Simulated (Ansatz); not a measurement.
Consider the redistribution: `O[SiH](F)O[SiH2]F` + `O[SiH2]N[Si](O)(F)F` → `O[SiH](F)N[Si](O)(F)F` + `O[SiH2]O[SiH2]F`.

Calculated with Ansatz (gas phase, PBE0-D4/def2-TZVP geometries, no zero-point term in ΔE). CCSD(T)/CBS adds triple-zeta CCSD(T) − MP2 to the extrapolated MP2 energy (def2 sets, frozen cores). Functionals use def2-TZVPP. B3LYP here is the variant with VWN-RPA as its local correlation; programs differ in this. Each species was taken in one conformer, which may not be the lowest.

```tsv
level	ΔE (kcal/mol)
B3LYP-D4	0.4
ωB97X-V	0.2
PBE	-0.1
B3LYP	0.0
```

What does CCSD(T)/CBS give? (Estimate.)

Ansatz gave: +0.1 kcal/mol. The listed levels differ from it by 0.3, 0.1, -0.2, -0.1 kcal/mol.

Largest T1 diagnostic among the species: 0.012.
